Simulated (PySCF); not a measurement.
**Correlation energy of Cu (copper, neutral)**

[Ar] 3d9 4s1 4p1, one real determinant (an excited configuration). Calculation: PySCF 2.14, in aug-cc-pwCVTZ-PP with ECP10MDF (8s8p7d4f3g, 122 functions); a scalar-relativistic core potential. Frozen: 3s2 3p6; 11 electrons correlated.

MP2 pair energies summed by pair of shells (mhartree):

| pair | energy | share (%) |
| --- | --- | --- |
| 3d-3d | -386.47 | 91.5 |
| 3d-4s | -23.25 | 5.5 |
| 3d-4p | -10.52 | 2.5 |
| 4s-4p | -2.18 | 0.5 |

Total MP2 correlation energy: -422.42 mhartree.

Same-spin part -155.93 and opposite-spin part -266.49 mhartree; SCS-MP2 scales them by 1/3 and 6/5 to -371.76 mhartree.

The reference is one real determinant that mixes LS terms of this configuration.
